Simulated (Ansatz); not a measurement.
C3H8BNO can be A, `C/N=C(\C)BO`, or B, `C=C(N)B(C)O`.

Computed with Ansatz on PBE0-D4/def2-TZVP structures; ΔE is electronic, products minus reactants. CCSD(T)/CBS is the MP2 limit (def2-TZVPP, def2-QZVPP) plus CCSD(T) − MP2 in def2-TZVPP, frozen cores. Functionals use def2-TZVPP. B3LYP here is the variant with VWN-RPA as its local correlation; programs differ in this. One conformer a species, not always the lowest.

A:

Z-matrix (Å, degrees):
```
C
N 1 1.443
H 1 1.090 2 109.7
H 1 1.098 2 111.7 3 -120.3
H 1 1.098 2 111.7 3 120.3
C 2 1.280 1 118.6 3 -180.0
B 6 1.569 2 114.9 1 -180.0
C 6 1.504 2 124.0 1 0.0
O 7 1.355 6 118.0 2 179.9
H 7 1.198 6 120.9 2 -0.1
H 8 1.089 6 111.2 2 -179.9
H 8 1.095 6 110.9 2 -59.1
H 8 1.095 6 110.9 2 59.2
H 9 0.960 7 113.2 6 -180.0
```

B:

```xyz
14

C     1.8636   -0.2474    0.6952
C     0.6816    0.2880    0.3462
N     0.2561    1.5250    0.7916
B    -0.2961   -0.4998   -0.6110
C    -1.8485   -0.2782   -0.5792
O     0.2013   -1.3954   -1.5012
H     2.5473    0.2378    1.3858
H     2.1709   -1.2161    0.3210
H    -0.7354    1.6892    0.7797
H     0.7184    1.9117    1.5987
H    -2.3831   -1.0253   -1.1676
H    -2.2465   -0.2841    0.4403
H    -2.0931    0.7049   -1.0011
H     1.1637   -1.4104   -1.4985
```

(1) Which is lower in electronic energy at CCSD(T)/CBS, and by how much? (Best estimate.)

(2) Give E(B) − E(A) in kcal/mol with PBE-D4, B3LYP, r2SCAN-D4, PBE0-D4, B2PLYP, ωB97M-V, HF/def2-TZVPP. (An estimate is asked.)

Largest T1 diagnostic: 0.013.

Results:

(1) The calculation gave: B, by 17.6 kcal/mol.

(2) Computed: PBE-D4 -18.9, B3LYP -17.8, r2SCAN-D4 -19.8, PBE0-D4 -19.4, B2PLYP -17.4, ωB97M-V -18.5, HF/def2-TZVPP -16.0. None reverses the order clearly.
